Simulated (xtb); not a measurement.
xtb job for Os(OH)2 (H₂O₂Os), SMILES [OH][Os][OH] (connectivity only; charge and spin as stated), neutral, multiplicity 3, GFN2-xTB. 

```
$ xtb mol.xyz --gfn 2 --sp --chrg 0 --uhf 2 --json
$ cat mol.xyz
5

Os    -0.00000000     0.00000000    -0.01226540
O     -1.81610855     0.00154934    -0.02506148
H     -2.48935409    -0.00904261     0.66657690
O      1.81610856    -0.00154935    -0.02506148
H      2.48935409     0.00904261     0.66657690
```

Output:

```
[banner left out]
          |                Calculation Setup                |
           -------------------------------------------------



           -------------------------------------------------
          |                 G F N 2 - x T B                 |
           -------------------------------------------------

        Reference                      10.1021/acs.jctc.8b01176
      * Hamiltonian:
        H0-scaling (s, p, d)           1.850000    2.230000    2.230000
        zeta-weighting                 0.500000
      * Dispersion:
        s8                             2.700000
        a1                             0.520000
        a2                             5.000000
        s9                             5.000000
      * Repulsion:
        kExp                           1.500000    1.000000
        rExp                           1.000000
      * Coulomb:
        alpha                          2.000000
        third order                    shell-resolved
        anisotropic                    true
        a3                             3.000000
        a5                             4.000000
        cn-shift                       1.200000
        cn-exp                         4.000000
        max-rad                        5.000000


          ...................................................
          :                      SETUP                      :
          :.................................................:
          :  # basis functions                  20          :
          :  # atomic orbitals                  19          :
          :  # shells                            9          :
          :  # electrons                        22          :
          :  max. iterations                   250          :
          :  Hamiltonian                  GFN2-xTB          :
          :  restarted?                      false          :
          :  GBSA solvation                  false          :
          :  PC potential                    false          :
          :  electronic temp.          300.0000000     K    :
          :  accuracy                    1.0000000          :
          :  -> integral cutoff          0.2500000E+02      :
          :  -> integral neglect         0.1000000E-07      :
          :  -> SCF convergence          0.1000000E-05 Eh   :
          :  -> wf. convergence          0.1000000E-03 e    :
          :  Broyden damping             0.4000000          :
          :  net charge                          0          :
          :  unpaired electrons                  2          :
          ...................................................

 iter      E             dE          RMSdq      gap      omega  full diag
   1    -11.9931225 -0.119931E+02  0.126E+01    0.56       0.0  T
   2    -12.1032872 -0.110165E+00  0.274E+01    0.05       1.0  T
   3    -12.2685175 -0.165230E+00  0.181E+01    0.36       1.0  T
   4    -12.2791734 -0.106559E-01  0.174E+01    0.02       1.0  T
   5    -12.4118274 -0.132654E+00  0.361E+00    0.34       1.0  T
   6    -12.4087786  0.304879E-02  0.327E+00    0.39       1.0  T
   7    -12.4144056 -0.562707E-02  0.156E+00    0.31       1.0  T
   8    -12.4154229 -0.101723E-02  0.101E+00    0.31       1.0  T
   9    -12.4163177 -0.894847E-03  0.126E-01    0.34       1.0  T
  10    -12.4163216 -0.390907E-05  0.395E-02    0.35       1.1  T
  11    -12.4163028  0.187932E-04  0.164E-01    0.35       1.0  T
  12    -12.4163218 -0.190082E-04  0.356E-02    0.35       1.3  T
  13    -12.4163224 -0.542994E-06  0.465E-03    0.35       9.6  T
  14    -12.4163224  0.252898E-07  0.697E-03    0.35       6.4  T
  15    -12.4163224 -0.267179E-07  0.345E-03    0.35      13.0  T
  16    -12.4163224 -0.524877E-08  0.651E-04    0.35      68.6  T
  17    -12.4163224 -0.404363E-09  0.821E-05    0.35     544.9  T

   *** convergence criteria satisfied after 17 iterations ***

         #    Occupation            Energy/Eh            Energy/eV
      -------------------------------------------------------------
         1        2.0000           -0.6842845             -18.6203
       ...           ...                  ...                  ...
         6        2.0000           -0.4551109             -12.3842
         7        2.0000           -0.4520482             -12.3009
         8        2.0000           -0.4436877             -12.0734
         9        1.9983           -0.3186401              -8.6706
        10        1.9978           -0.3183479              -8.6627
        11        1.0035           -0.3072145              -8.3597
        12        0.9991           -0.3048526              -8.2955 (HOMO)
        13        0.0013           -0.2920821              -7.9480 (LUMO)
        14                          0.0660019               1.7960
        15                          0.0758015               2.0627
        16                          0.0871099               2.3704
        17                          0.1024711               2.7884
       ...                                ...                  ...
        19                          0.7708357              20.9755
      -------------------------------------------------------------
                  HL-Gap            0.0127706 Eh            0.3475 eV
             Fermi-level           -0.3054930 Eh           -8.3129 eV

 transition dipole moment (au) for excitation:          11          12
     X       Y       Z
  -0.0363   0.0008   0.0000  total (au/Debye):    0.036   0.092
 dE (eV)             :    0.064
 oscillator strength :  0.29320E-05

 SCC (total)                   0 d,  0 h,  0 min,  0.005 sec
 SCC setup                      ...        0 min,  0.000 sec (  1.426%)
 Dispersion                     ...        0 min,  0.000 sec (  0.566%)
 classical contributions        ...        0 min,  0.000 sec (  0.260%)
 integral evaluation            ...        0 min,  0.001 sec ( 12.879%)
 iterations                     ...        0 min,  0.003 sec ( 52.898%)
 molecular gradient             ...        0 min,  0.001 sec ( 16.742%)
 printout                       ...        0 min,  0.001 sec ( 15.018%)

         :::::::::::::::::::::::::::::::::::::::::::::::::::::
         ::                     SUMMARY                     ::
         :::::::::::::::::::::::::::::::::::::::::::::::::::::
         :: total energy             -12.377654312941 Eh    ::
         :: gradient norm              0.000470479548 Eh/a0 ::
         :: HOMO-LUMO gap              0.347504469657 eV    ::
         ::.................................................::
         :: SCC energy               -12.416322707921 Eh    ::
         :: -> isotropic ES            0.044447418977 Eh    ::
         :: -> anisotropic ES         -0.000010173151 Eh    ::
         :: -> anisotropic XC          0.001774230789 Eh    ::
         :: -> dispersion             -0.001570142923 Eh    ::
         :: repulsion energy           0.038668394980 Eh    ::
         :: add. restraining           0.000000000000 Eh    ::
         :: total charge               0.000000000346 e     ::
         :::::::::::::::::::::::::::::::::::::::::::::::::::::

           -------------------------------------------------
          |                Property Printout                |
           -------------------------------------------------

    * Orbital Energies and Occupations

         #    Occupation            Energy/Eh            Energy/eV
      -------------------------------------------------------------
         1        2.0000           -0.6842845             -18.6203
         2        2.0000           -0.6826025             -18.5746
         3        2.0000           -0.5592159             -15.2170
         4        2.0000           -0.5317308             -14.4691
Note: The following floating-point exceptions are signalling: IEEE_UNDERFLOW_FLAG IEEE_DENORMAL
normal termination of xtb
         5        2.0000           -0.4644207             -12.6375
         6        2.0000           -0.4551109             -12.3842
         7        2.0000           -0.4520482             -12.3009
         8        2.0000           -0.4436877             -12.0734
         9        1.9983           -0.3186401              -8.6706
        10        1.9978           -0.3183479              -8.6627
        11        1.0035           -0.3072145              -8.3597
        12        0.9991           -0.3048526              -8.2955 (HOMO)
        13        0.0013           -0.2920821              -7.9480 (LUMO)
        14                          0.0660019               1.7960
        15                          0.0758015               2.0627
        16                          0.0871099               2.3704
        17                          0.1024711               2.7884
        18                          0.5314162              14.4606
        19                          0.7708357              20.9755
      -------------------------------------------------------------
                  HL-Gap            0.0127706 Eh            0.3475 eV
             Fermi-level           -0.3054930 Eh           -8.3129 eV

     #   Z          covCN         q      C6AA      α(0)
     1  76 Os       1.611     0.354   319.169    36.722
     2   8 O        1.610    -0.472    22.330     6.378
     3   1 H        0.805     0.295     0.735     1.347
     4   8 O        1.610    -0.472    22.330     6.378
     5   1 H        0.805     0.295     0.735     1.347

 Mol. C6AA /au·bohr⁶  :        824.164046
 Mol. C8AA /au·bohr⁸  :      64305.804284
 Mol. α(0) /au        :         52.171280


Wiberg/Mayer (AO) data.
largest (>0.10) Wiberg bond orders for each atom

 ---------------------------------------------------------------------------
     #   Z sym  total        # sym  WBO       # sym  WBO       # sym  WBO
 ---------------------------------------------------------------------------
     1  76 Os   2.738 --     2 O    1.325     4 O    1.325
     2   8 O    2.249 --     1 Os   1.325     3 H    0.864
     3   1 H    0.913 --     2 O    0.864
     4   8 O    2.249 --     1 Os   1.325     5 H    0.864
     5   1 H    0.913 --     4 O    0.864
 ---------------------------------------------------------------------------

Topologies differ in total number of bonds
Writing topology from bond orders to xtbtopo.mol

molecular dipole:
                 x           y           z       tot (Debye)
 q only:       -0.000       0.000       0.781
   full:       -0.000       0.000       0.949       2.411
molecular quadrupole (traceless):
                xx          xy          yy          xz          yz          zz
 q only:        1.477       0.085      -1.440       0.000      -0.000      -0.037
  q+dip:        3.005       0.108      -2.373       0.000      -0.000      -0.632
   full:        3.540       0.112      -2.720       0.000       0.000      -0.820


           -------------------------------------------------
          | TOTAL ENERGY              -12.377654312941 Eh   |
          | GRADIENT NORM               0.000470479548 Eh/α |
          | HOMO-LUMO GAP               0.347504469657 eV   |
           -------------------------------------------------

------------------------------------------------------------------------
------------------------------------------------------------------------
 total:
 SCF:
```

Self-consistency was reached.

Cost: roughly 0.03 core-seconds.
